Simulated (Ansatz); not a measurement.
A series at Si: from `O[SiH](O)O`, ligands are replaced one by one, each step taking up H₂S and setting free H₂O; n counts the steps. Ansatz, PBE0-D4/def2-TZVP geometries. Each molecule was computed in one conformer, which needn't be the lowest.

CBS adds triple-zeta CCSD(T) − MP2 to the MP2 limit, frozen cores; atoms without spin–orbit coupling. 

```csv
n,molecule,"atomization energy, CCSD(T)/CBS (kJ/mol)"
0,`O[SiH](O)O`,3173.5
1,`O[SiH](O)S`,2910.7
2,`O[SiH](S)S`,?
3,`S[SiH](S)S`,2412.6
```

Task: By hand: fit a straight line y = ȳ + b (n − n̄) to the 3 given rows and predict n = 2.

Result: n̄ = 1.333, ȳ = 2832.27; Σ(n − n̄)(y − ȳ) = -1180.57, Σ(n − n̄)² = 4.667, so b = -252.96 kJ/mol a step. Prediction: 2832.27 + (-252.96) × (0.667) = 2663.5 kJ/mol.

Task: By hand: compare with the computed value, 2658.7 kJ/mol, and give the steps along the whole series.

Result: The line misses by -4.8 kJ/mol (computed minus predicted). Steps: -262.8, -252.0, -246.1 kJ/mol.

The steps differ by up to 16.7 kJ/mol, small against a whole step but well beyond the method's doubt, so the ligands' effects don't simply add. The miss is 0.6 % of the series' range. The energies themselves are unsure by some kJ/mol a bond, though much of that is common to the series.
